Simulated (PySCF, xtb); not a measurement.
Si(H)(F)(Et)(OH) (C₂H₇FOSi), SMILES CC[SiH](O)F.

GFN2-xTB in xtb at its own geometry gives an orbital gap of 6.70 eV and a dipole moment of 3.42 D.

Coordinates come from a PBE0-D3(BJ)/def2-SVP optimisation. This is a generated structure with no PubChem entry under its InChIKey; it may be hypothetical. One conformer was computed; it need not be the lowest.

Q: What does CAM-B3LYP/def2-TZVP (PySCF) give? (Estimate from the structure and the level; the computed values follow.)

A: gap 11.27 eV (levels -9.90 and 1.37 eV), dipole 2.26 D.
